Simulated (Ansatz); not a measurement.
Dissociation curve of B(Br)3, BBr3, SMILES BrB(Br)Br, singlet. The B1–Br4 bond (B1 also carries Br, Br; Br4 carries nothing else) is stretched with both fragments frozen at the PBE0/def2-TZVP optimised geometry.

Levels of theory: UMP2 = MP2 on UHF/cc-pVDZ, cores with 3d frozen (Ansatz, a first-principles code); UHF/cc-pVDZ (Ansatz); UKS-PBE0 = unrestricted PBE0/cc-pVDZ in Ansatz.

Energies are in kcal/mol, each relative to the lowest point of its own curve near equilibrium.

```
R / Å        UMP2         UHF    UKS-PBE0
-----  ----------  ----------  ----------
1.56         52.5        53.1        48.4
1.65         24.8        25.2        22.4
1.76          6.9         7.1  (withheld)
1.86          0.7         0.7  (withheld)
1.90          0.0         0.0         0.0
1.96          0.5  (withheld)  (withheld)
2.01          1.9         1.9         2.3
2.13          8.0         8.1         8.5
2.27         17.9        18.3        18.3
2.53         38.5        39.9        38.5
2.77         67.0        56.0        56.0
3.09   (withheld)        65.6        75.4
3.50         95.7        69.8        88.9
3.97         99.0        71.3        95.9
4.64        100.3        71.8        99.7
5.55        100.8  (withheld)       101.1
```

Question: Some entries are withheld; supply them.

Answer: 
- 1.76, UKS-PBE0: 5.9
- 1.86, UKS-PBE0: 0.4
- 1.96, UHF: 0.4
- 1.96, UKS-PBE0: 0.7
- 3.09, UMP2: 86.5
- 5.55, UHF: 71.9

The unrestricted determinant behind UMP2, UHF is spin-contaminated at 2.77 to 5.55 Å (<S²> up to 1.0, against 0.00 for a pure singlet). The unrestricted determinant behind UKS-PBE0 is spin-contaminated at 3.09 to 5.55 Å (<S²> up to 1.0, against 0.00 for a pure singlet).
